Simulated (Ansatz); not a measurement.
Frontier orbitals of `C=C(N)[SiH](O)[InH2]`.

Cartesian coordinates in Å:
```
C -0.002 1.866 -0.903
C -0.261 0.721 -0.278
N -0.941 -0.361 -0.930
Si 0.625 0.035 1.253
O -0.427 -0.212 2.517
In 0.873 -2.050 -0.232
H -0.358 2.080 -1.910
H 0.609 2.624 -0.429
H -1.718 -0.712 -0.380
H -1.268 -0.139 -1.864
H 1.654 1.039 1.654
H -0.700 0.568 3.004
H 1.991 -1.990 -1.548
H -0.077 -3.469 0.047
```

Total charge 0; spin multiplicity 1. Correlated methods include outer-core shells of In, which these sets cover unevenly. In: def2 effective core potential. The geometry is a stationary point of PBE0-D4/def2-TZVP. It is one conformer, not always the lowest. Basis def2-TZVPP, Ansatz.

Orbital energies of one run (eV). Highest occupied ones, from the top: -8.98, -9.99, -10.42, -11.22, -12.63, -12.87, -13.30, -14.52, -14.94, -16.05, -16.65, -17.85, -18.52, -20.20. Empty: 1.11, 1.56, 2.32, 2.56, 3.04, 3.25.

(1) Which functional gave them?
A. LC-ωPBE
B. B3LYP
C. B97M-V
D. PBE0

Answers

(1) A. HOMO energies: LC-ωPBE -8.98, PBE0 -6.51, B3LYP -6.34, B97M-V -5.78 eV.

B3LYP here is the variant with VWN-RPA as its local correlation; programs differ in this. LC-ωPBE has ω = 0.4 bohr⁻¹.
